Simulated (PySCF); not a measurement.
**From a computed spectrum to the compound**

A species of 7 atoms with charge 0 has these harmonic modes (PBE0, small Gaussian bases with core potentials, PySCF 2.14.0):

```
cm⁻¹  km/mol  symmetry
 183   163.2          
 217   160.4          
 290    57.5          
 304   199.2          
 442    59.0          
 542   461.2          
 562   470.8          
 703   261.7          
 967    81.8          
1280   635.5          
1385  1031.1          
1427   301.5          
1589   111.0          
2838   626.4          
3906   174.6
```

(1) Which species is it, and in which structure?

## Answers

(1) NdH3(H2O) (singlet in the valence; each metal's 4f electrons, 3 of them, lie in its core potential, out of spins and levels):
```xyz
7

Nd    0.1404   -0.1817    0.1307
H     0.5255    1.9058    0.4712
H    -0.7885   -1.2261    1.6510
H     1.5476   -1.2252   -0.9673
O    -1.2084    1.4068   -1.0766
H    -0.5856    2.0016   -0.5220
H    -1.2831    1.7954   -1.9561
```
Ideal gas at 298.15 K and 1 bar: S = 321.2 J/(mol K), Cp = 84.9 J/(mol K), H − H(0 K) = 17.3 kJ/mol (rigid rotor, harmonic modes, spin degeneracy alone, that of the 4f electrons in the core included). An lcecp potential fixes the number of 4f electrons, so in runs with it no electron can move into or out of that shell.
 Other answers can fit too; this one was computed.
